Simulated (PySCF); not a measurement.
H₃MgN, SMILES [MgH][NH2]. Heavy atoms are numbered as in [MgH:1][NH2:3]. Hydrogens are named by the atom that carries them.

Geometry: B3LYP-D3(BJ)/def2-TZVP.

Level of theory: PySCF with HF/pcSseg-2.

GIAO shieldings, no solvent; atoms alike by connectivity are averaged. δ = σ(ref) − σ: ¹H against TMS (σ = 31.98 ppm); ¹⁵N against NH3 (σ = 262.2 ppm), references at their B3LYP-D3(BJ)/def2-TZVP geometries, non-relativistic.

Computed chemical shifts:
```csv
nucleus,atoms,count,δ (ppm)
¹H,H on Mg1,1,4.79
¹H,H on N3,2,-0.47
¹⁵N,N3 (NH2),1,-13.8
```
